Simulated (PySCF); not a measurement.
**Where the electron goes**

C2H11BOSSi.
Geometry (PBE0-D3(BJ)/def2-SVP, Å), atoms numbered from 1 in this order:
```xyz
17
C2H11BOSSi angstrom
C     -1.907    0.881    0.503
S     -1.506   -0.223   -0.861
C     -1.274   -1.766    0.036
B      0.405    0.292   -1.216
O      1.041    0.213    0.067
Si     2.596    0.578    0.479
H     -1.061    0.892    1.204
H     -2.042    1.881    0.071
H     -2.836    0.557    0.990
H     -0.995   -2.524   -0.707
H     -2.209   -2.058    0.532
H     -0.454   -1.632    0.755
H      0.258    1.415   -1.690
H      0.722   -0.561   -2.040
H      2.930    2.006    0.178
H      2.737    0.350    1.949
H      3.582   -0.292   -0.239
```

Method: PySCF 2.14.0, density-fitted response routines, TDDFT B3LYP/def2-SVPD, vertical, gas phase, core orbitals frozen in the response.

Frontier orbitals with the atoms that hold most of them (Löwdin shares over 4%, at most four atoms; ? is withheld):

```json
{"orbital": "HOMO-3", "ε (eV)": "-8.75", "atoms": "Si6 28%, H15 18%, H17 17%, B4 13%"}
{"orbital": "HOMO-2", "ε (eV)": "-8.51", "atoms": "S2 22%, Si6 18%, H16 16%, O5 15%"}
{"orbital": "HOMO-1", "ε (eV)": "-7.63", "atoms": "S2 33%, O5 24%, B4 14%, H13 6%"}
{"orbital": "HOMO", "ε (eV)": "-6.98", "atoms": "?"}
{"orbital": "LUMO", "ε (eV)": "?", "atoms": "?"}
{"orbital": "LUMO+1", "ε (eV)": "0.01", "atoms": "S2 48%, C3 11%, C1 11%, H11 4%"}
{"orbital": "LUMO+2", "ε (eV)": "0.40", "atoms": "S2 48%, Si6 8%, C1 6%, C3 6%"}
```

Task: Give the leading atoms of the HOMO.

Result: O5 (bonded to B and Si) 39%; B4 (bonded to O, S and 2 H) 20%; H14 (bonded to B) 13%; H13 (bonded to B) 12%. By element: oxygen 39%, hydrogen 24% or more, boron 20%.

Task: Which atoms hold the LUMO, and with what shares?

Result: S2 (bonded to B and 2 C) 24%; C1 (bonded to S and 3 H) 9%; B4 (bonded to O, S and 2 H) 9%; C3 (bonded to S and 3 H) 9%. By element: sulfur 24%, carbon 18%, boron 9%.

Task: What is the LUMO energy, and the HOMO–LUMO gap?

Result: ε(LUMO) = -0.06 eV; the gap is 6.92 eV (0.2543 hartree).

Task: The HOMO–LUMO gap is 6.92 eV. Where does the response calculation put the lowest singlet, and from which orbitals?

Result: S1 is at 6.09 eV (f = 0.0015), 0.83 eV below the gap, made of HOMO→LUMO (90%). 

Task: One configuration dominates each of S1, S2, S3 and S5. Which, and how do the shares of the two leading atoms of either orbital change from the occupied to the empty one?

Result: 
- S1 (6.09 eV, f 0.0015), HOMO→LUMO (90%): O5 39% → at most 9%, B4 20% → 9%, S2 at most 12% → 24%, C1 at most 12% → 9%
- S2 (6.21 eV, f 0.026), HOMO→LUMO+1 (98%): O5 39% → at most 5%, B4 20% → at most 5%, S2 at most 12% → 48%, C3 at most 12% → 11%
- S3 (6.57 eV, f 0.0019), HOMO-1→LUMO+1 (87%): S2 33% → 48%, O5 24% → at most 5%, C3 at most 6% → 11%
- S5 (6.75 eV, f 0.012), HOMO-1→LUMO (97%): S2 33% → 24%, O5 24% → at most 9%, C1 at most 6% → 9%

One conformer stands for the species.
